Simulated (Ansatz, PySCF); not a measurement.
Se(Cl)(GeH3) (ClGeH₃Se), SMILES Cl[Se][GeH3]. Atoms are numbered in the order given.

```xyz
6

Se     0.8323     0.6399     0.0000
Cl    -1.0543     1.8277     0.0000
Ge    -0.2798    -1.4733     0.0000
H     -1.1418    -1.5856     1.2679
H      0.8608    -2.5107     0.0000
H     -1.1418    -1.5856    -1.2679
```
Charge 0, spin multiplicity 1.

Coordinates come from a B3LYP-D3(BJ)/def2-SVP optimisation. The structure was generated by enumeration, and PubChem lists no compound with its InChIKey, so it may never have been made.

Vertical ionisation energy (IE) and electron affinity (EA) in eV. Rows of orbital energies are one-electron estimates. Where ΔSCF, EOM or ADC give a negative EA the extra electron is unbound and the value depends on the basis.

| level | IE | EA |
|---|---|---|
| −ε(HOMO), −ε(LUMO), HF/def2-TZVPD (PySCF) | 9.67 | -0.71 |
| −ε(HOMO), −ε(LUMO), PBE/def2-TZVPD (PySCF) | 5.80 | 3.57 |
| ΔSCF, PBE0/def2-SVPD (Ansatz), final states of multiplicity 2 and 2 | 9.08 | 0.93 |
| ΔSCF, PBE/def2-SVPD (Ansatz), final states of multiplicity 2 and 2 | 8.87 | 0.92 |

What vertical singlet–triplet gap does ΔSCF give with PBE0/def2-SVPD (Ansatz, a quantum-chemistry and plane-wave program) and with PBE/def2-SVPD (Ansatz)? (The exact figures need the calculation; the answer reports its results.)

1.99 and 1.92 eV (triplet above singlet where positive).
